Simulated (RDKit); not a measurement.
Input for RDKit: MMFF94 on C4H9F (SMILES CCCCF).

```python
from rdkit import Chem
from rdkit.Chem import AllChem, rdDetermineBonds

blocks = [
'''14

C    -1.96096172    0.10771423   -0.10509627
C    -0.54112748    0.37133855    0.38825531
C     0.51574837   -0.35009349   -0.44757922
C     1.91761470   -0.08182303    0.05110711
F     2.85235044   -0.75961348   -0.73869017
H    -2.19626473   -0.95843411   -0.07121174
H    -2.08552226    0.44102376   -1.13784558
H    -2.69753064    0.63182642    0.50608565
H    -0.45449680    0.05858141    1.43376746
H    -0.34422120    1.44811325    0.37398112
H     0.44582419   -0.03348974   -1.49216557
H     0.33458005   -1.42856714   -0.42857748
H     2.16359570    0.98222577    0.00226936
H     2.05041138   -0.42880238    1.07924137
''',
]
mol = None
for b in blocks:
    f = Chem.MolFromXYZBlock(b)
    rdDetermineBonds.DetermineBonds(f, charge=0)
    mol = f if mol is None else Chem.CombineMols(mol, f)
Chem.SanitizeMol(mol)
print(Chem.MolToSmiles(Chem.RemoveHs(mol)))
ff = AllChem.MMFFGetMoleculeForceField(mol, AllChem.MMFFGetMoleculeProperties(mol), nonBondedThresh=100.0, ignoreInterfragInteractions=False)
e = ff.CalcEnergy()
print(f'MMFF94 energy {e:.6f} kcal/mol')
```

Program output:

```
CCCCF
MMFF94 energy -1.991439 kcal/mol
```

The run finished.

Cost: about 0.05 core-seconds (a rough figure).
